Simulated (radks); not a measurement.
Trend from La4+ to Lu4+: ionisation energy by Delta-SCF between NIST ground configurations, and size. All-electron calculation, scalar-relativistic Kohn-Sham, PBE, spin-polarised, spherical densities, finite nucleus; open shells are filled with parallel spins first (spin-orbit coupling, left out, can overturn this in heavy ions); Fermi nuclear charge, rms radius of each element as measured or else 0.836 A^(1/3) + 0.57 fm. Program: a radial shooting solver on a logarithmic mesh with Libxc functionals.

\begin{tabular}{lrrrrrrr}
species & configuration & IE (eV) & NIST (eV) & kind & outermost & <r> outermost (bohr) & r at 0.001 e/bohr^3 (bohr) \\ \hline
La4+ & [Kr] 4d10 5s2 5p5 & 62.536 & 62 & semi-emp. & 5p & 1.71 & 3.35 \\
Ce4+ & [Xe] & 66.373 & 65.6 & semi-emp. & 5p & 1.64 & 3.30 \\
Pr4+ & [Xe] 4f1 & 59.121 & 57.53 & semi-emp. & 5p & 1.61 & 3.27 \\
Nd4+ & [Xe] 4f2 & 68.691 & - &  & 5p & 1.58 & 3.23 \\
Pm4+ & [Xe] 4f3 & 69.785 & - &  & 5p & 1.56 & 3.19 \\
Sm4+ & [Xe] 4f4 & 63.860 & 62.7 & semi-emp. & 5p & 1.53 & 3.16 \\
Eu4+ & [Xe] 4f5 & 71.882 & - &  & 5p & 1.51 & 3.13 \\
Gd4+ & [Xe] 4f6 & 72.894 & - &  & 5p & 1.49 & 3.09 \\
Tb4+ & [Xe] 4f7 & 73.888 & - &  & 5p & 1.46 & 3.06 \\
Dy4+ & [Xe] 4f8 & 75.344 & - &  & 5p & 1.44 & 3.04 \\
Ho4+ & [Xe] 4f9 & 76.762 & - &  & 5p & 1.41 & 3.01 \\
Er4+ & [Xe] 4f10 & 78.151 & - &  & 5p & 1.39 & 2.98 \\
Tm4+ & [Xe] 4f11 & 79.515 & - &  & 5p & 1.37 & 2.95 \\
Yb4+ & [Xe] 4f12 & 80.859 & - &  & 5p & 1.35 & 2.93 \\
Lu4+ & [Xe] 4f13 & 68.561 & 66.8 & semi-emp. & 5p & 1.32 & 2.90 \\
\end{tabular}

Reference values: NIST Atomic Spectra Database (exp. = measured, semi-emp. = semi-empirical, theory = theoretical value adopted there). Open shells are spherical and high-spin; term and fine-structure splittings are not resolved. Spin-orbit splitting is averaged out at the scalar-relativistic level. No tabulated value is given for the 4+ ions of Nd, Pm and Eu to Yb, where it belongs to another shell than the one emptied here.
